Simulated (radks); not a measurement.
The numbers below are computed, except where a source is named.
The mean radii <r> (bohr) of the occupied orbitals of an atom or ion are listed with their occupations. Code: a radial shooting solver on a logarithmic mesh with Libxc functionals. Model: Dirac Kohn-Sham, PBE, spin-unpolarised, spherical densities, finite nucleus; Fermi nuclear charge, rms radius of each element as measured or else 0.836 A^(1/3) + 0.57 fm.

| orbital | occ. | <r> |
|---|---|---|
| 1s1/2 | 2 | 0.02722 |
| 2s1/2 | 2 | 0.1155 |
| 2p1/2 | 2 | 0.09734 |
| 2p3/2 | 4 | 0.1028 |
| 3s1/2 | 2 | 0.2851 |
| 3p1/2 | 1.66667 | 0.2716 |
| 3p3/2 | 3.33333 | 0.2801 |

Name the element and its charge. Open shells, if any, are shared by 2j + 1.

Answer. Z = 53, iodine, charge +36: I36+ in [Ne] 3s2 3p5. The 1s radius gives Z: for a bare nucleus <r> = (2 gamma + 1)/(2Z) with gamma = sqrt(1 - (Z/c)^2), 0.02683 bohr for Z = 53, and screening makes it slightly larger (0.02722 here). The occupations add up to 17, and the charge is Z minus that.
